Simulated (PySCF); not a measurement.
C₂H₄N₂SSi.
Atom-mapped SMILES: `[SiH3:1][c:2]1[cH:3][s:4][n:5][n:6]1`

Probes without a nucleus sit at each ring's centroid and 1 Å off its mean plane on both sides; NICS is minus the shielding there, NICSzz its component along the normal. Level: GIAO PBE0/pcSseg-1 (PySCF, non-relativistic, gas phase) on the GFN2-xTB geometry, one conformer.

Ring bond lengths (Å), with Mayer bond orders in brackets: C2–C3 1.374 (1.45), C3–S4 1.706 (1.26), S4–N5 1.665 (1.12), N5–N6 1.251 (1.57), N6–C2 1.350 (1.21).

Problem. Give the NICS values of each ring in ppm.

Solution. 
| ring | type | NICS(0) | NICS(1), two faces | NICS(1)zz, two faces | rms pucker (Å) | centre to ring atoms, mean (Å) |
| --- | --- | --- | --- | --- | --- | --- |
| C2–C3–S4–N5–N6 | 5-membered ring with 2 N and S; formal bonds all aromatic | -13.6 | -14.3 / -14.3 | -35.5 / -35.6 | 0.00 | 1.24 |

Problem. What do they say, and how far can they be read as aromaticity?

Solution. 
- C2–C3–S4–N5–N6: mean NICS(1)zz -35.5 ppm, shielded, aromatic by this magnetic criterion (flat ring, no four-coordinate atom).

Problem. What field does 11.7 T along the ring normal induce along that normal at the second NICS(1) probe listed for ring C2–C3–S4–N5–N6, 1 Å off the ring?

Solution. NICSzz × B0 = -35.6 ppm × 11.7 T = -417 μT, against the applied field.

Problem. Give the inner angles of the rings and the Hirshfeld charges of the ring atoms.

Solution. 
- C2–C3–S4–N5–N6: C2 111.2° (-0.074 e), C3 109.1° (-0.075 e), S4 90.7° (+0.177 e), N5 113.2° (-0.119 e), N6 115.9° (-0.096 e); sum 540.0° against 540° for a flat convex ring.

The run took 16 s (grids of density and orbitals included) on Arm Neoverse V1, one thread, no GPU (shared host), and the process peaked at 0.65 GiB of memory. This is the whole shielding run at PBE0/pcSseg-1, SCF included.
